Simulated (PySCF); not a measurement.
A GIAO shielding run with PySCF 2.14 (density fitting, non-relativistic, gas phase) on `CO[Si@@H](O)CO/C=C/F`, C₄H₉FO₃Si:

```
$ OMP_NUM_THREADS=1 python probes_run.py task.json out

{"job": {"kind": "nmr", "xc": "PBE0", "basis": "pcSseg-1"}, "charge": 0, "multiplicity": 1}
C     -3.375598    -1.041177    -0.459815
O     -1.981301    -0.900656    -0.484588
Si    -1.118937     0.441087    -0.248941
O     -1.545656     1.109858     1.170010
C      0.687929    -0.150847    -0.203780
O      1.421958     0.974159     0.273034
C      2.760216     0.850529     0.362478
C      3.499991    -0.209877     0.071036
F      4.842580    -0.144727     0.226426
H     -3.786844    -0.625622     0.460429
H     -3.823743    -0.523279    -1.309699
H     -3.605205    -2.105041    -0.518399
H     -1.306893     1.427429    -1.314098
H     -0.980216     1.753405     1.589221
H      1.056502    -0.436070    -1.191345
H      0.845388    -1.002500     0.464780
H      3.220849     1.761001     0.721287
H      3.180220    -1.171353    -0.293005
```

Hardware: 1 thread of an Arm Neoverse V1, shared host. The job also computes population analyses, field gradients.

Q: How large is the calculation?

A: 80 electrons, 205 basis functions and 1087 auxiliary functions.

Q: How long does it take, and how much memory does it need?

A: 43 s of wall time, with 14 SCF cycles and 5 response iterations; peak memory 0.91 GiB. Times on a shared host scatter by some tens of per cent.
